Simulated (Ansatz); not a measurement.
`OB(Cl)Cl` + HI → `ClB(Cl)I` + H₂O at 700 K and 1 bar (ligand exchange at a B–O bond).

Gas-phase electronic energies from Ansatz, PBE0-D4/def2-TZVP geometries. CCSD(T)/CBS adds triple-zeta CCSD(T) − MP2 to the extrapolated MP2 energy (def2 sets, frozen cores). This one scheme is used for every species. Elements past krypton have def2 core potentials. For I outer-core shells are correlated without core-valence functions, which leaves a few kJ/mol of doubt a bond. One conformer a species, not always the lowest.

```tsv
species	CCSD(T)/CBS energy (Eh)	H − E (kJ/mol)	S (J/(mol·K))
`OB(Cl)Cl`	-1020.26564	102.6	361.9
HI	-298.03592	34.6	231.7
`ClB(Cl)I`	-1241.89456	62.2	380.6
H₂O	-76.37941	80.5	218.4
```

H − E and S are ideal-gas, rigid-rotor, harmonic terms from PBE0-D4/def2-TZVP, for one conformer and one mirror image of each species. 1 Eh = 2625.50 kJ/mol, R = 8.31446 J/(mol·K).

Q: By hand: ΔE, ΔH, ΔS and ΔG.

A: ΔE = (-1241.89456) + (-76.37941) − (-1020.26564) − (-298.03592) = 0.02759 Eh = 72.4 kJ/mol. Δ(H − E) = 62.2 + 80.5 − 102.6 − 34.6 = 5.5, so ΔH = 77.9 kJ/mol. ΔS = 380.6 + 218.4 − 361.9 − 231.7 = 5.4 J/(mol·K). ΔG = 77.9 − 700 × (5.4)/1000 = 74.1 kJ/mol.

Q: By hand: the equilibrium constant, and the temperature at which ΔG would vanish if ΔH and ΔS stayed fixed.

A: log₁₀ K = −ΔG/(RT ln 10) = -5.5. ΔG = 0 at ΔH/ΔS = 14426 K, far beyond where these terms or the molecules hold.

The number of gas molecules stays the same, so ΔS is small and ΔH decides. A doubt of 5 kJ/mol in ΔE shifts log₁₀ K by 0.4 here. Other conformers and mirror images would add mixing entropy, several J/(mol·K) or more a flexible species. These are equilibria of isolated gas molecules and say nothing of rates. Largest T1 diagnostic: 0.011 (customary marks: 0.02 for closed shells, 0.045 for open ones).
